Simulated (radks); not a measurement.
Values are calculated unless marked as measured or tabulated.
All-electron atom: the silver ion Ag4+ in [Kr] 4d6.5 4f0.5 (fractional occupations, a model configuration). Level of theory: Dirac Kohn-Sham, XLYP, spin-unpolarised, spherical densities, finite nucleus; open shells fill j = l - 1/2 first; Fermi nuclear charge, rms radius 4.5454 fm (a radial shooting solver on a logarithmic mesh with Libxc functionals). Some entries of the table are withheld. Estimate them.

orbital,occ.,eigenvalue (hartree),<r^2> (bohr^2)
1s1/2,2,-932.8289,(1)
2s1/2,2,-139.2870,0.02140
2p1/2,2,-129.6140,(2)
2p3/2,4,-123.1667,(3)
3s1/2,2,-27.38913,0.1553
3p1/2,2,-23.54206,(4)
3p3/2,4,-22.40332,(5)
3d3/2,4,(6),0.1407
3d5/2,6,(7),0.1434
4s1/2,2,-5.68183,0.9109
4p1/2,2,-4.44771,1.037
4p3/2,4,-4.24900,1.097
4d3/2,4,(8),1.629
4d5/2,2.5,(9),1.659
4f5/2,0.5,-0.73359,8.919
4f7/2,0,-0.73320,8.938

Answer. 
(1) 1s1/2 <r^2> (bohr^2): 0.001308
(2) 2p1/2 <r^2> (bohr^2): 0.01599
(3) 2p3/2 <r^2> (bohr^2): 0.01731
(4) 3p1/2 <r^2> (bohr^2): 0.1507
(5) 3p3/2 <r^2> (bohr^2): 0.1597
(6) 3d3/2 eigenvalue (hartree): -15.59197
(7) 3d5/2 eigenvalue (hartree): -15.36245
(8) 4d3/2 eigenvalue (hartree): -2.32462
(9) 4d5/2 eigenvalue (hartree): -2.29725
